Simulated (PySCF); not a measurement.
5-ethynylpyrimidine (C6H4N2), SMILES c1ncc(C#C)cn1. Atoms are numbered in the order given.

```xyz
12

C      0.0000     0.0000     3.1972
C      0.0000     0.0000     1.9844
C      0.0000     0.0000     0.5607
C      0.0000     1.1880    -0.1894
N      0.0000     1.1879    -1.5145
C      0.0000     0.0000    -2.1131
N      0.0000    -1.1879    -1.5145
C      0.0000    -1.1880    -0.1894
H      0.0000     0.0000     4.2719
H      0.0000     2.1588     0.3188
H      0.0000     0.0000    -3.2094
H      0.0000    -2.1588     0.3188
```

The structure is a stationary point at PBE0-D3(BJ)/def2-SVP.

These are PBE/pcSseg-1 run with PySCF values and carry that method's errors.

GIAO shieldings, no solvent; atoms alike by connectivity are averaged. δ = σ(ref) − σ: ¹³C against TMS (σ = 182.0 ppm); ¹⁵N against NH3 (σ = 267.0 ppm); ¹H against TMS (σ = 31.49 ppm), references at their B3LYP-D3(BJ)/def2-TZVP geometries, non-relativistic.

| nucleus | atoms | count | δ (ppm) |
|---|---|---|---|
| ¹³C | C4, C8 | 2 | 165.2 |
| ¹³C | C6 | 1 | 161.6 |
| ¹³C | C3 | 1 | 124.0 |
| ¹³C | C1 | 1 | 95.5 |
| ¹³C | C2 | 1 | 86.2 |
| ¹⁵N | N5, N7 | 2 | 334.8 |
| ¹H | H11 | 1 | 9.59 |
| ¹H | H10, H12 | 2 | 9.08 |
| ¹H | H9 | 1 | 3.80 |
